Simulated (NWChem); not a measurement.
System: C2BrCl2F; SMILES FC(Br)=C(Cl)Cl

This build's default masses of Se (78.918 u) and Br (79.917 u) are each other's, which moves their modes by up to 0.6 %.

**Question.** Give the equilibrium geometry at PBE0/def2-SVP (NWChem) as a list of bonds and angles, with the point group.

**Answer.** point group Cs; any orientation.
Bonded distances (Å): F1–C2 1.315, C2–Br3 1.860, C2–C4 1.344, C4–Cl5 1.715, C4–Cl6 1.709. Bond angles (°): F1–C2–Br3 114.2, F1–C2–C4 121.1, Br3–C2–C4 124.7, C2–C4–Cl5 119.9, C2–C4–Cl6 123.1, Cl5–C4–Cl6 117.0.
